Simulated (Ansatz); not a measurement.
```
atom    x (Å)    y (Å)   z (Å)
   P  -0.4615   0.3649  0.6544
   F   0.2371  -1.3164  0.7423
```

Basis set: cc-pVDZ (spherical functions). Correlated methods keep 6 orbitals frozen. Charge 0, multiplicity 1.

Computed with Ansatz (development build ahead of 0.2.0); the reference of a correlated method needn't be the lowest determinant of its kind. Restricted open shells among the atoms or ions are ROHF, correlated in semicanonical orbitals with singles.

(1) Give the atomization energy at this shape (free ground-state atoms in the same class of orbitals less the molecule, no zero-point energy) of singlet PF by RHF-CCSD(T), RHF-CCSD.

## Answers

(1)

```json
{"method": "RHF-CCSD(T)", "atomization energy": "44.87 kcal/mol"}
{"method": "RHF-CCSD", "atomization energy": "39.54 kcal/mol"}
```

Caution: large amplitudes, a single reference is doubtful; no unrestricted run beside it, a lower state can exist; the reference determinant was not shown to be the lowest.
